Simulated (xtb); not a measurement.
C2H10O2Si2, SMILES OC[SiH](CO)[SiH3]. All values are semi-empirical tight-binding results from xtb (GFN2-xTB unless named), good for trends rather than for accurate numbers. Coordinates come from a GFN2-xTB optimisation. The structure was generated by enumeration, and PubChem lists no compound with its InChIKey, so it may never have been made. One conformer was computed; it need not be the lowest.

Optimised geometry:

```xyz
16

O      1.0477     2.5343    -0.2906
C     -0.1875     1.8893    -0.5873
Si     0.0618    -0.0106    -0.4837
Si     0.9869    -0.5606     1.5750
C     -1.6098    -0.9136    -0.7680
O     -1.4315    -2.3219    -0.6732
H      1.6714     2.3322    -0.9943
H     -0.5683     2.2367    -1.5550
H     -0.8816     2.2481     0.1742
H      0.9179    -0.3581    -1.6396
H      0.1705    -0.0844     2.6987
H      2.3392    -0.0350     1.7572
H      1.0784    -2.0194     1.7433
H     -1.9945    -0.7480    -1.7753
H     -2.3922    -0.5882    -0.0702
H     -1.1681    -2.5418     0.2257
```

The geometry has at least one imaginary mode, so it is a saddle point at that level.

Computed properties:
```yaml
orbital_gap: 4.29 eV
dipole_moment: 0.40 D
static polarisability (D4 model): 92.7 bohr³
solvation energy, GFN2-xTB/ALPB(water): -7.3 kcal/mol
solvation energy, GFN2-xTB/ALPB(ch2cl2): -7.3 kcal/mol
```

Computed atomic charges and the Wiberg bond orders between heavy atoms:
charges (e) O1 -0.46, C2 -0.04, Si3 0.38, Si4 0.37, C5 -0.03, O6 -0.46, H7 0.28, H8 0.01, H9 0.03, H10 -0.08, H11 -0.10, H12 -0.10, H13 -0.12, H14 0.04, H15 0.01, H16 0.27. Bond orders O1–C2 1.00, C2–Si3 0.85, Si3–Si4 0.85, Si3–C5 0.85, C5–O6 1.00.
